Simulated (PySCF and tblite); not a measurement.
Results of a calculation; reference values are marked as such.
2 regioisomers of C₄H₁₀GeS:

| isomer | SMILES |
| --- | --- |
| A | [GeH3:1][C@@H:2]1[CH2:3][CH2:4][CH2:5][S:6]1 |
| B | [GeH3:1][C@@H:2]1[CH2:3][CH2:4][S:5][CH2:6]1 |

Each isomer is a Boltzmann average at 298.15 K over at most 6 conformers: GFN2-xTB geometries, energies B3LYP/def2-SVP (IEF-PCM, dichloromethane) (D3(BJ) added where defined), GFN2-xTB thermal terms. Programs: PySCF with density fitting and tblite.

(1) Rank the isomers by free energy at 298.15 K.

Answers

(1) 
```tsv
isomer	ΔG (kcal/mol)	ΔE, lowest conformer	conformers	largest weight %	rms dipole (D)
A	0.0	0.0	2	71	2.69
B	0.6	0.6	2	96	1.93
```

ΔG is for one enantiomer.
